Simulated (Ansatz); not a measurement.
Consider the formal exchange of groups at the Si–C bond: `[OH][Al]([F])[CH2][SiH3]` + `F[SiH2]O[SiH3]` → `F[SiH2]O[SiH2][SiH3]` + `[CH3][Al]([OH])[F]`.

Program: Ansatz. Geometries: PBE0-D4/def2-TZVP. ΔE: electronic, gas phase. CCSD(T)/CBS adds triple-zeta CCSD(T) − MP2 to the extrapolated MP2 energy (def2 sets, frozen cores). DFT in def2-TZVPP. Each species was taken in one conformer, which may not be the lowest.

`[OH][Al]([F])[CH2][SiH3]`:

Cartesian coordinates in Å:
```
O 0.790 0.360 -2.486
Al 0.607 -0.672 -1.164
F 0.402 -2.289 -1.425
C 0.638 0.034 0.628
Si -1.034 0.475 1.338
H 0.770 0.075 -3.398
H 1.260 0.935 0.631
H 1.105 -0.703 1.290
H -1.705 1.493 0.485
H -1.907 -0.731 1.382
H -0.926 1.021 2.718
```

`F[SiH2]O[SiH3]`:

Cartesian coordinates in Å:
```
F -1.210 -1.832 1.084
Si 0.145 -0.999 1.195
O 0.019 0.357 0.325
Si -0.104 1.077 -1.144
H 0.334 -0.635 2.613
H 1.227 -1.857 0.663
H 0.530 2.414 -1.057
H -1.534 1.219 -1.510
H 0.593 0.257 -2.169
```

`F[SiH2]O[SiH2][SiH3]`:

Z-matrix (Å, degrees):
```
Si
O 1 1.617
F 1 1.594 2 109.7
H 1 1.481 2 110.3 3 -117.5
H 1 1.476 2 108.8 3 117.6
Si 2 1.648 1 146.3 3 74.5
Si 6 2.346 2 111.3 1 26.3
H 6 1.487 2 108.9 1 -95.3
H 6 1.486 2 107.6 1 147.3
H 7 1.488 6 109.0 2 -179.2
H 7 1.488 6 110.5 2 -59.5
H 7 1.488 6 110.8 2 61.0
```

`[CH3][Al]([OH])[F]`:

Z-matrix (Å, degrees):
```
C
Al 1 1.930
H 1 1.094 2 110.7
H 1 1.093 2 110.7 3 -118.2
H 1 1.091 2 111.9 3 120.8
O 2 1.689 1 120.6 3 61.4
F 2 1.654 1 121.2 3 -118.5
H 6 0.956 2 123.8 1 -179.9
```

```
          level  ΔE (eV)
        PBE0-D4     0.03
CCSD/def2-TZVPP     0.16
```

(1) What does CCSD(T)/CBS give? (An estimate is asked.)

Largest T1 diagnostic among the species: 0.012.

## Answers

(1) The calculation gave: +0.14 eV. The listed levels differ from it by -0.11, 0.02 eV.

From PBE to PBE0 (25 % exact exchange), in def2-TZVPP and without D4, ΔE moves by +0.06 eV.
